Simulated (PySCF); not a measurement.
# Orbital picture of PrP

PBE0 at R = 2.327 Å; Pr x2c-SVPall, P x2c-SVPall; spin-free X2C with a Gaussian nucleus (PySCF 2.14). State: quintet, about 2.2 electrons in the 4f shell (Mulliken), real f orbitals that mix terms, a second solution, started from another occupation. Only the outer orbitals are listed, counted within each symmetry.

```
spin  orbital  occ.  ε (eV)  on Pr (%)           main shells (%)
   α      15σ     1  -14.09         14                    86 P s
   α       1φ     1   -8.37        100                  100 Pr f
   α      16σ     1   -8.34         94                   93 Pr f
   α      17σ     1   -6.40         40           58 P p, 29 Pr d
   α       8π     1   -5.92         39           61 P p, 29 Pr d
   α       8π     1   -5.92         39           61 P p, 29 Pr d
   α      18σ     1   -4.13         98          75 Pr s, 17 Pr d
   α       3δ     0   -2.21        100                   92 Pr f
   α       3δ     0   -2.21        100                   92 Pr f
   α       9π     0   -1.87        100          86 Pr f, 13 Pr d
   β      15σ     1  -13.10         12                    88 P s
   β       8π     1   -5.61         33           67 P p, 26 Pr d
   β       8π     1   -5.61         33           67 P p, 26 Pr d
   β      16σ     0   -3.03         40  58 P p, 20 Pr d, 12 Pr s
   β      17σ     0   -1.88         98          75 Pr s, 19 Pr d
   β       3δ     0   -0.95        100          51 Pr f, 49 Pr d
```

**Question.** Which are the highest filled and the lowest empty level, where do they sit, and how wide is the gap?

**Answer.** Highest filled α 18σ at -4.13 eV (in %: 75 Pr s, 17 Pr d); lowest empty β 16σ at -3.03 eV (in %: 58 P p, 20 Pr d, 12 Pr s); the gap at PBE0 is 1.10 eV.

| Property | Result |
| --- | --- |
| bond order (Mayer) | 2.57 |
| ⟨S²⟩ | 6.019 |
| charge on Pr (Mulliken, basis-dependent) | 0.09 |
| charge on Pr (Löwdin, basis-dependent) | -0.27 |
| dipole moment (positive dipole means Pr(−)P(+)) | -4.22 D |

Spin–orbit coupling is left out.
